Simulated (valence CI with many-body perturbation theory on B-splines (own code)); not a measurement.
## Ir VII: electric-dipole lines

Computed by relativistic CI+MBPT: three valence electrons over a frozen Dirac-Fock core [Xe] 4f14, a basis of 7 s, 7 p, 8 d, 6 f, 4 g, 1 h functions for each j, with the one-electron correlation potential Σ1 (screened to all orders), the two-electron term Σ2, the three-electron term Σ3, Breit, model QED; selected single and double excitations, second order for the rest, scaled by the run's own slope (own B-spline code, finite nucleus).

No measured levels were compared; by estimate terms of the open shell hold to 2 to 4 % of their energy, and close levels can change places; different configurations can be misplaced against each other by 1,000 to 8,000 cm⁻¹. The list stops below the first excitations out of the core.

Lines 1 to 50 of 564 in falling wavelength, among levels below 300070 cm⁻¹, chosen from the strongest by gf and those to the six lowest levels. Wavelengths and rates use the calculated energies, so an error of 2000 cm⁻¹ moves a line at 177.2 nm by 3.5 % and its rate by three times that or more. Electric multipoles are in the length gauge, E1 and E2 with the static RPA response of the core. Weak lines are less certain than strong ones. Lines between different terms over intervals too small for the method are left out, as are lines whose strength nearly cancels. Where a level lies close to another of its J and parity, the split of strength between their lines is uncertain. The highest levels of a list are the least certain.

Levels are named by their leading jj configuration (3d3/2^4 stands for four electrons in 3d with j = 3/2), which in mixed levels can hold well under half, so a name can repeat and another be missing. Letters in brackets count levels of one name in rising energy.

| λ vac (nm) | Upper | Lower | A (s⁻¹) | S (a.u.) with core polarisation | S without |
| --- | --- | --- | --- | --- | --- |
| 177.2 | (5d3/2 5d5/2 6p1/2) J=7/2 [a] | (5d5/2^2 6s) J=7/2 | 4.19e+06 | 9.20e-02 | 1.17e-01 |
| 164.2 | (5d3/2 5d5/2 6p1/2) J=5/2 [b] | (5d5/2^2 6s) J=3/2 | 7.69e+06 | 1.01e-01 | 1.27e-01 |
| 164.1 | (5d3/2 5d5/2 6p1/2) J=1/2 | (5d5/2^2 6s) J=3/2 | 4.50e+07 | 1.96e-01 | 2.50e-01 |
| 155.9 | (5d3/2^2 6p1/2) J=5/2 | (5d3/2 5d5/2 6s) J=5/2 [a] | 3.18e+07 | 3.56e-01 | 4.51e-01 |
| 151.7 | (5d3/2 5d5/2 6p1/2) J=9/2 | (5d5/2^2 6s) J=7/2 | 5.65e+06 | 9.73e-02 | 1.23e-01 |
| 151.5 | (5d3/2^2 6p1/2) J=1/2 | (5d3/2 5d5/2 6s) J=1/2 | 6.44e+07 | 2.21e-01 | 2.80e-01 |
| 146.0 | (5d3/2 5d5/2 6p1/2) J=9/2 | (5d5/2^2 6s) J=9/2 | 2.61e+07 | 4.00e-01 | 5.12e-01 |
| 144.8 | (5d3/2 5d5/2 6p1/2) J=5/2 [a] | (5d3/2 5d5/2 6s) J=3/2 [b] | 3.21e+07 | 2.88e-01 | 3.69e-01 |
| 144.5 | (5d3/2 5d5/2 6p1/2) J=5/2 [a] | (5d3/2 5d5/2 6s) J=7/2 [b] | 3.25e+07 | 2.90e-01 | 3.67e-01 |
| 143.6 | (5d3/2^2 6p1/2) J=3/2 | (5d3/2 5d5/2 6s) J=5/2 [a] | 4.33e+07 | 2.53e-01 | 3.18e-01 |
| 140.0 | (5d3/2 5d5/2 6p1/2) J=3/2 [a] | (5d3/2 5d5/2 6s) J=1/2 | 7.26e+07 | 3.93e-01 | 5.01e-01 |
| 138.2 | (5d3/2 5d5/2 6p1/2) J=7/2 [a] | (5d3/2 5d5/2 6s) J=5/2 [b] | 2.83e+07 | 2.95e-01 | 3.74e-01 |
| 137.6 | (5d3/2 5d5/2 6p1/2) J=1/2 | (5d3/2 5d5/2 6s) J=1/2 | 1.58e+08 | 4.06e-01 | 5.17e-01 |
| 136.2 | (5d5/2^2 6p3/2) J=1/2 | (5d5/2^2 6s) J=1/2 | 1.50e+08 | 3.73e-01 | 4.77e-01 |
| 135.4 | (5d3/2^2 6p3/2) J=7/2 | (5d5/2^2 6s) J=7/2 | 2.16e+07 | 2.12e-01 | 2.70e-01 |
| 131.3 | (5d3/2 5d5/2 6p1/2) J=7/2 [a] | (5d3/2 5d5/2 6s) J=9/2 | 1.13e+07 | 1.01e-01 | 1.29e-01 |
| 130.7 | (5d3/2 5d5/2 6p1/2) J=3/2 [b] | (5d3/2 5d5/2 6s) J=1/2 | 1.80e+08 | 7.93e-01 | 1.00e+00 |
| 129.8 | (5d3/2 5d5/2 6p1/2) J=3/2 [a] | (5d3/2 5d5/2 6s) J=3/2 [b] | 2.33e+07 | 1.01e-01 | 1.28e-01 |
| 129.4 | (5d3/2 5d5/2 6p1/2) J=9/2 | (5d3/2 5d5/2 6s) J=7/2 [b] | 3.51e+08 | 3.75e+00 | 4.74e+00 |
| 129.3 | (5d5/2^2 6p1/2) J=3/2 | (5d5/2^2 6s) J=3/2 | 6.02e+07 | 2.57e-01 | 3.26e-01 |
| 129.3 | (5d5/2^2 6p1/2) J=5/2 | (5d5/2^2 6s) J=3/2 | 3.55e+08 | 2.27e+00 | 2.88e+00 |
| 129.1 | (5d3/2 5d5/2 6p3/2) J=1/2 [b] | (5d5/2^2 6s) J=1/2 | 2.50e+08 | 5.32e-01 | 6.82e-01 |
| 127.8 | (5d3/2 5d5/2 6p1/2) J=5/2 [b] | (5d3/2 5d5/2 6s) J=3/2 [b] | 2.21e+08 | 1.37e+00 | 1.73e+00 |
| 127.8 | (5d3/2 5d5/2 6p1/2) J=1/2 | (5d3/2 5d5/2 6s) J=3/2 [b] | 3.25e+08 | 6.69e-01 | 8.54e-01 |
| 127.6 | (5d3/2 5d5/2 6p1/2) J=5/2 [b] | (5d3/2 5d5/2 6s) J=7/2 [b] | 1.10e+07 | 6.79e-02 | 8.77e-02 |
| 127.3 | (5d3/2 5d5/2 6p1/2) J=7/2 [a] | (5d3/2 5d5/2 6s) J=5/2 [a] | 3.06e+08 | 2.50e+00 | 3.16e+00 |
| 126.4 | (5d3/2 5d5/2 6p1/2) J=7/2 [b] | (5d3/2 5d5/2 6s) J=7/2 [b] | 3.44e+08 | 2.75e+00 | 3.49e+00 |
| 126.2 | (5d3/2^2 6p1/2) J=5/2 | (5d3/2^2 6s) J=5/2 | 4.06e+08 | 2.42e+00 | 3.07e+00 |
| 125.9 | (5d3/2 5d5/2 6p3/2) J=5/2 [a] | (5d5/2^2 6s) J=3/2 | 9.56e+07 | 5.65e-01 | 7.17e-01 |
| 125.1 | (5d3/2 5d5/2 6p1/2) J=5/2 [a] | (5d3/2 5d5/2 6s) J=5/2 [a] | 2.83e+08 | 1.64e+00 | 2.08e+00 |
| 125.0 | (5d5/2^2 6p1/2) J=7/2 | (5d5/2^2 6s) J=7/2 | 3.84e+08 | 2.96e+00 | 3.78e+00 |
| 124.8 | (5d3/2 5d5/2 6p3/2) J=9/2 [a] | (5d5/2^2 6s) J=7/2 | 1.95e+08 | 1.87e+00 | 2.38e+00 |
| 124.1 | (5d5/2^2 6p1/2) J=7/2 | (5d5/2^2 6s) J=5/2 | 1.33e+07 | 1.01e-01 | 1.28e-01 |
| 122.4 | (5d3/2 5d5/2 6p1/2) J=3/2 [a] | (5d3/2 5d5/2 6s) J=5/2 [b] | 6.97e+08 | 2.52e+00 | 3.22e+00 |
| 121.8 | (5d3/2^2 6p1/2) J=1/2 | (5d3/2^2 6s) J=1/2 | 9.58e+08 | 1.71e+00 | 2.17e+00 |
| 121.8 | (5d3/2 5d5/2 6p1/2) J=3/2 [b] | (5d3/2 5d5/2 6s) J=3/2 [b] | 5.86e+07 | 2.09e-01 | 2.66e-01 |
| 121.6 | (5d3/2 5d5/2 6p1/2) J=3/2 [a] | (5d3/2 5d5/2 6s) J=3/2 [a] | 2.22e+08 | 7.90e-01 | 1.00e+00 |
| 121.3 | (5d3/2^2 6p3/2) J=3/2 [a] | (5d3/2 5d5/2 6s) J=3/2 [b] | 1.85e+08 | 6.53e-01 | 8.26e-01 |
| 121.1 | (5d5/2^2 6p1/2) J=7/2 | (5d5/2^2 6s) J=9/2 | 5.10e+08 | 3.58e+00 | 4.56e+00 |
| 121.0 | (5d3/2^2 6p1/2) J=5/2 | (5d3/2^2 6s) J=3/2 | 6.88e+08 | 3.61e+00 | 4.59e+00 |
| 120.9 | (5d3/2 5d5/2 6p3/2) J=9/2 [a] | (5d5/2^2 6s) J=9/2 | 4.40e+08 | 3.84e+00 | 4.90e+00 |
| 120.6 | (5d3/2 5d5/2 6p1/2) J=5/2 [b] | (5d3/2 5d5/2 6s) J=5/2 [b] | 2.85e+08 | 1.48e+00 | 1.88e+00 |
| 119.9 | (5d3/2 5d5/2 6p1/2) J=5/2 [b] | (5d3/2 5d5/2 6s) J=3/2 [a] | 2.24e+08 | 1.15e+00 | 1.46e+00 |
| 119.9 | (5d5/2^2 6p1/2) J=5/2 | (5d5/2^2 6s) J=7/2 | 6.86e+07 | 3.50e-01 | 4.44e-01 |
| 119.9 | (5d3/2 5d5/2 6p1/2) J=1/2 | (5d3/2 5d5/2 6s) J=3/2 [a] | 4.67e+08 | 7.94e-01 | 1.01e+00 |
| 119.5 | (5d3/2^2 6p3/2) J=5/2 | (5d3/2 5d5/2 6s) J=3/2 [b] | 1.20e+07 | 6.04e-02 | 7.43e-02 |
| 119.1 | (5d5/2^2 6p1/2) J=3/2 | (5d5/2^2 6s) J=5/2 | 1.02e+09 | 3.41e+00 | 4.35e+00 |
| 119.1 | (5d5/2^2 6p1/2) J=5/2 | (5d5/2^2 6s) J=5/2 | 1.76e+08 | 8.82e-01 | 1.12e+00 |
| 118.9 | (5d3/2 5d5/2 6p1/2) J=7/2 [a] | (5d3/2 5d5/2 6s) J=7/2 [a] | 5.51e+08 | 3.66e+00 | 4.66e+00 |
| 118.0 | (5d3/2 5d5/2 6p3/2) J=9/2 [b] | (5d5/2^2 6s) J=7/2 | 2.70e+08 | 2.19e+00 | 2.75e+00 |
